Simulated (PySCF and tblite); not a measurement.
The numbers below are computed, except where a source is named.
C₆H₁₂O, numbered as in [CH3:1][CH:2]1[CH2:3][CH2:4][O:5][CH2:6][CH2:7]1.

The ensemble was built from 90 distance-geometry starts (ETKDG and KDG, MMFF94s, GFN2-xTB) and rests on PBE0-D3(BJ)/def2-SVP geometries. Free energies are PBE0-D3(BJ)/def2-TZVP single points with GFN2-xTB rigid-rotor and vibrational terms (modes under about 100 cm⁻¹ blended into free rotors). Symmetry numbers and mirror images are counted. Conformers within 4 kcal/mol (GFN2-xTB free energy) were kept, 7 at most. Couplings: B3LYP/pcSseg-1 with pcJ-1 on H (gas phase; spin-dipole term only for pairs with B, N, F, Si or P). Couplings are for ¹H. Of two unlike H on one atom, a is the less shielded (PBE0/pcSseg-1). (PySCF 2.14, tblite 0.8.)

The 6-ring runs over atoms 2–3–4–5–6–7.

```json
{"conformer": "1", "shape": "6-ring chair (all substituents equatorial)", "weight %": "98.0"}
{"conformer": "2", "shape": "6-ring chair (C1 axial)", "weight %": "2.0"}
```

Question: Give the couplings in each conformer and the averages at 298.15 K (pairs that fast motion interchanges averaged).

Answer: 
```tsv
coupling	pairs	1	2	average (Hz)
²J(H1,H1)	3	-13.9	-14.2	-13.9
³J(H1,H2)	3	7.3	8.2	7.3
³J(H2,H3a)	2	4.2	5.8	4.2
³J(H2,H3b)	2	12.5	2.3	12.2
⁴J(H2,H4a)	2	-0.6	-0.9	-0.6
²J(H3a,H3b)	2	-14.4	-14.8	-14.4
³J(H3a,H4a)	2	1.9	14.0	2.1
³J(H3a,H4b)	2	2.4	5.7	2.5
⁴J(H3a,H7a)	1	1.9	0.0	1.9
⁴J(H3a,H7b)	2	-0.6	-0.4	-0.6
³J(H3b,H4a)	2	5.2	2.5	5.1
³J(H3b,H4b)	2	13.0	1.8	12.8
²J(H4a,H4b)	2	-12.9	-13.3	-13.0
⁴J(H4a,H6b)	2	-0.8	-0.8	-0.8
```
